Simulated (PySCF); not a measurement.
SMILES CO[SiH2][SiH2]OC (GFN2-xTB optimised geometry):

```
16

C      3.369    -0.756     0.000
O      1.976    -0.756     0.000
Si     0.999     0.544     0.000
Si    -0.998    -0.541     0.001
O     -1.976     0.758     0.008
C     -3.369     0.756     0.009
H      3.755    -0.242     0.883
H      3.714    -1.790     0.005
H      3.755    -0.251    -0.889
H      1.330     1.410     1.151
H      1.328     1.409    -1.152
H     -1.326    -1.411     1.150
H     -1.330    -1.404    -1.153
H     -3.715     1.790     0.017
H     -3.755     0.253    -0.880
H     -3.753     0.241     0.892
```

Computed with CAM-B3LYP/def2-TZVP (PySCF 2.14.0).

**Question.** What are the frontier orbital energies and the dipole moment?

**Answer.** HOMO-2 -9.54 eV, HOMO-1 -9.40 eV, HOMO -9.34 eV, LUMO 0.47 eV, LUMO+1 1.65 eV; dipole moment 0.00 D.

On the same geometry PySCF with PBE/def2-TZVP gives HOMO-2 -6.74 eV, HOMO-1 -6.61 eV, HOMO -6.47 eV, LUMO -1.47 eV, LUMO+1 -0.36 eV; dipole moment 0.00 D.

Meta-Löwdin charges at CAM-B3LYP/def2-TZVP: C1 -0.11, O2 -0.63, Si3 0.67, Si4 0.67, O5 -0.63, C6 -0.11, H7 0.10, H8 0.12, H9 0.10, H10 -0.12, H11 -0.12, H12 -0.12, H13 -0.12, H14 0.12, H15 0.10, H16 0.10.
